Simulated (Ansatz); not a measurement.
System: VO, net charge 0, quartet state. The spin state was set by rule; other spins were not relaxed. 
Coordinates optimised at B3LYP-D3(BJ)/def2-TZVP (Ansatz, an electronic-structure program):
```
V
O 1 1.5794
```
Charge 0, spin multiplicity 4.

Basis-set convergence of Hartree-Fock and CCSD correlation energies (hartree) with Ansatz. Correlated levels leave the core frozen unless marked. UHF or UKS for open shells. Spin-orbit coupling is left out. The frozen core is the preceding noble-gas configuration, with the filled d and f shells of earlier blocks. Non-relativistic. The program attaches cautions to a run behind CCSD/def2-SVPD: large difference. The program attaches cautions to a run behind CCSD/def2-TZVPPD: large difference. The program attaches cautions to a run behind CCSD/def2-QZVPPD: large difference.

The UHF reference is spin-contaminated (<S^2> 0.47 over the pure value in the largest basis). The T1 diagnostic of CCSD in the largest basis is 0.095, which is high, so the coupled-cluster rows are less sure than usual.

| basis | functions | E(HF) | E(corr, CCSD) |
|---|---|---|---|
| def2-SVPD | 57 | -1017.54091 | -0.30545 |
| def2-TZVPPD | 107 | -1017.75586 | -0.36510 |
| def2-QZVPPD | 159 | -1017.77628 | -0.38374 |

Extrapolating the two largest sets (X = 3 and 4) as X^-3: E(corr) = (64·(-0.38374) - 27·(-0.36510))/37 = -0.3973 Eh, an estimate of the basis-set limit. The largest set recovers 96.6 % of it, the smallest 76.9 %.
